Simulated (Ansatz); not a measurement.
C$_{4}$H$_{8}$BF (`BC/C=C(/C)F`). Total charge 0; spin multiplicity 1. The geometry is a stationary point of PBE0-D4/def2-TZVP. It is one conformer, not always the lowest.

```xyz
14

B     0.072   -0.500   -1.753
C     0.781   -1.478   -0.761
C    -0.083   -0.710    0.188
C     0.201    0.519    0.646
C    -0.659    1.403    1.460
F     1.409    1.044    0.425
H     0.622    0.510   -2.076
H    -1.015   -0.759   -2.184
H     0.508   -2.529   -0.787
H     1.844   -1.326   -0.595
H    -1.067   -1.091    0.431
H    -0.187    1.601    2.427
H    -0.790    2.365    0.957
H    -1.636    0.951    1.623
```

Question: What is the dipole moment at B3LYP/def2-TZVPP? (Estimate.)

Answer: The calculation gave: 2.59 D, with components (-1.22, 0.13, 2.28) D in this frame, pointing from negative to positive charge.

Question: And with PBE, r2SCAN, ωB97M-V? (Estimate.)

Answer: The calculation gave: PBE 2.67 D, r2SCAN 2.66 D, ωB97M-V 2.60 D.

Question: Give the Mulliken charges with B3LYP, r2SCAN, ωB97M-V in def2-TZVPP. (Best estimate.)

Answer: The calculation gave: 
```
atom  B3LYP  r2SCAN  ωB97M-V
  B1  -0.12   -0.08    -0.23
  C2  -0.15   -0.08    -0.20
  C3  -0.21   -0.18    -0.20
  C4   0.26    0.26     0.24
  C5  -0.23   -0.12    -0.27
  F6  -0.20   -0.19    -0.18
  H7   0.03    0.01     0.09
  H8   0.01   -0.01     0.07
  H9   0.09    0.06     0.10
 H10   0.09    0.06     0.11
 H11   0.11    0.08     0.11
 H12   0.10    0.07     0.12
 H13   0.11    0.08     0.13
 H14   0.09    0.05     0.10
```

B3LYP here is the variant with VWN-RPA as its local correlation; programs differ in this.

Program: Ansatz 0.2.0.
